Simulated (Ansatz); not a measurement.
Cd6O6. The state is a triplet with charge 0. Geometry PBE0-D4/def2-SVP, that of the neutral singlet; atoms count from 1.

```
atom   x (Å)   y (Å)   z (Å)
 Cd1   0.968  -1.070   0.908
 Cd2  -2.217   0.610  -0.410
 Cd3   0.400   2.336  -0.289
 Cd4   3.455  -0.113   0.158
 Cd5  -2.970  -1.498   1.123
 Cd6   1.111   0.254  -2.682
  O7  -0.786  -2.381   0.979
  O8  -1.073  -2.286  -0.421
  O9   2.069   1.748   0.766
 O10   1.146   0.976   1.587
 O11  -1.483   2.432  -0.902
 O12  -0.618  -1.010  -0.817
```

In the def2 sets Cd takes a core potential; there is no spin–orbit coupling. The structure holds 3 bonds between oxygen atoms, so isomers without such links may lie far lower. At PBE0-D4/def2-SVP a singlet of charge 0 lies 1.89 eV below the triplet at the same geometry. The structure comes from a short search, and lower isomers may exist.

(1) Estimate the Mulliken populations from the PBE0/def2-SVP orbitals of Ansatz.

(2) Where does the spin sit?

(3) And the Mayer bond orders between bonded heavy atoms (over 0.3)?

Answers

(1) 
| atom | charge (e) | spin (α − β) | d electrons |
| --- | --- | --- | --- |
| Cd1 | 0.56 | 0.00 | 10.03 |
| Cd2 | 0.34 | 0.38 | 10.00 |
| Cd3 | 0.66 | 0.02 | 10.01 |
| Cd4 | 0.31 | 0.01 | 10.01 |
| Cd5 | 0.29 | 0.88 | 10.00 |
| Cd6 | 0.05 | 0.07 | 10.00 |
| O7 | -0.36 | 0.16 | – |
| O8 | -0.03 | 0.07 | – |
| O9 | -0.41 | 0.01 | – |
| O10 | -0.41 | 0.01 | – |
| O11 | -0.63 | 0.15 | – |
| O12 | -0.36 | 0.23 | – |
Mulliken values and Mayer orders depend strongly on the basis.

(2) Summed by element: Cd 1.37, O 0.63, of 2 unpaired in all. Largest on single atoms: Cd5 0.88, Cd2 0.38, O12 0.23.

(3) Cd1–Cd4 0.65 (2.77 Å); Cd1–O7 0.41 (2.19 Å); Cd1–O10 0.55 (2.16 Å); Cd2–Cd5 0.49 (2.71 Å); Cd2–O11 0.85 (2.02 Å); Cd3–O9 0.55 (2.06 Å); Cd3–O11 1.00 (1.98 Å); Cd5–O7 0.33 (2.36 Å); O7–O8 0.91 (1.43 Å); O8–O12 0.93 (1.41 Å); O9–O10 0.90 (1.46 Å).
